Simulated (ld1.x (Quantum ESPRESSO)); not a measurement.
**Building the TM potential for F (Z = 9) (LDA (PZ), scalar-relativistic).**

```
Element                 : fluorine (F)
Generator               : ld1.x (Quantum ESPRESSO) 7.5
Type                    : norm-conserving Troullier–Martins (Kleinman–Bylander form)
Functional              : LDA (PZ)
Relativity              : scalar-relativistic
Frozen core             : [He]
Valence charge          : 7
Reference configuration : 2s2 2p4 (charge +1)
Partial waves           : 2s (bound): rc 0.50 bohr; 2p (bound): rc 1.30 bohr
Local potential         : the p channel
Core correction         : a·sin(br)/r model core, default radius (core density twice the valence density)
```

All-electron outer shells of the reference configuration (LDA (PZ), scalar-relativistic, ld1.x):

| shell | level (eV) | outermost node (bohr) | outermost maximum (bohr) |
| --- | --- | --- | --- |
| 2s | -47.07 | 0.24 | 0.75 |
| 2p | -28.45 | – | 0.68 |

(1) Does the potential have ghost states?

(2) Tests: 2s2 2p5; 2s2 2p3; 2s2 2p2; 2s1 2p5; 2s2 2p1; 2s1 2p6; 2s2 2p5.3. Which has the largest error in its energy relative to the reference configuration, and how large is it?

Results:

(1) No extra level below or beside the all-electron valence levels (s, p, d, f tested).

(2) 2s2 2p1, with +1136 meV (all-electron minus pseudo) on +185.11 eV.
